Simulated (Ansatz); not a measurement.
Calculated with Ansatz (gas phase, PBE0-D4/def2-TZVP geometries, no zero-point term in ΔE). CBS: MP2 limit from def2 TZ/QZ plus the TZ coupled-cluster correction, frozen cores. This one scheme is used for every species. Functionals use def2-TZVPP. B3LYP here is the variant with VWN-RPA as its local correlation; programs differ in this. One conformer a species, not always the lowest.

Consider the substitution at a C–Si bond: `CB(N)[SiH2]C#N` + `OBO` → `N#COBO` + `CB(N)[SiH3]`.

`CB(N)[SiH2]C#N`:

```xyz
13

C     1.104    0.354   -1.236
B     0.024   -0.451   -0.435
N    -0.152   -1.817   -0.613
Si   -1.172    0.487    0.910
C    -0.089    1.376    2.131
N     0.630    1.907    2.858
H     1.682   -0.263   -1.931
H     1.807    0.838   -0.549
H     0.645    1.167   -1.807
H     0.404   -2.353   -1.262
H    -0.820   -2.374   -0.107
H    -2.031   -0.415    1.724
H    -2.032    1.545    0.317
```

`OBO`:

```xyz
6

O     0.159   -0.918    0.572
B    -0.108    0.327    0.083
O     0.058    0.569   -1.238
H     0.013   -0.992    1.516
H    -0.486    1.221    0.784
H     0.364   -0.208   -1.717
```

`N#COBO`:

Cartesian coordinates in Å:
```
N -0.250 -2.643 1.037
C -0.375 -1.690 0.401
O -0.554 -0.659 -0.341
B 0.133 0.536 -0.110
O -0.167 1.512 -0.972
H 0.906 0.613 0.794
H 0.307 2.331 -0.809
```

`CB(N)[SiH3]`:

Cartesian coordinates in Å:
```
C 1.098 0.875 0.820
B -0.164 0.134 0.243
N -1.403 0.268 0.862
Si -0.044 -1.035 -1.411
H 1.537 1.538 0.067
H 0.887 1.474 1.712
H 1.885 0.158 1.075
H -2.242 -0.182 0.538
H -1.543 0.832 1.687
H 0.925 -2.155 -1.224
H 0.423 -0.261 -2.598
H -1.360 -1.645 -1.770
```

Is it downhill or uphill in electronic energy at CCSD(T)/CBS, and by how much? (Estimate.)

Computed: Uphill: ΔE = +36.5 kcal/mol.

What do these levels give: PBE-D4, PBE0-D4, ωB97X-V, PBE0, B3LYP, SCS-MP2/def2-TZVPP, CCSD/def2-TZVPP, HF/def2-QZVPP, MP2/def2-QZVPP, SCS-MP2/def2-QZVPP, HF/CBS(def2), CCSD/CBS(def2)? (Best estimate.)

The calculation gave: PBE-D4 31.3, PBE0-D4 32.1, ωB97X-V 33.2, PBE0 31.8, B3LYP 32.5, SCS-MP2/def2-TZVPP 36.2, CCSD/def2-TZVPP 35.3, HF/def2-QZVPP 33.3, MP2/def2-QZVPP 37.6, SCS-MP2/def2-QZVPP 36.9, HF/CBS(def2) 33.3, CCSD/CBS(def2) 36.4 kcal/mol.

Largest T1 diagnostic among the species: 0.015.

In def2-TZVPP, CCSD(T) changes the Hartree–Fock value by +2.1 kcal/mol (the triples alone add +0.0 kcal/mol) and MP2 by +3.7 kcal/mol. From PBE to PBE0 (25 % exact exchange), in def2-TZVPP and without D4, ΔE moves by +0.9 kcal/mol.
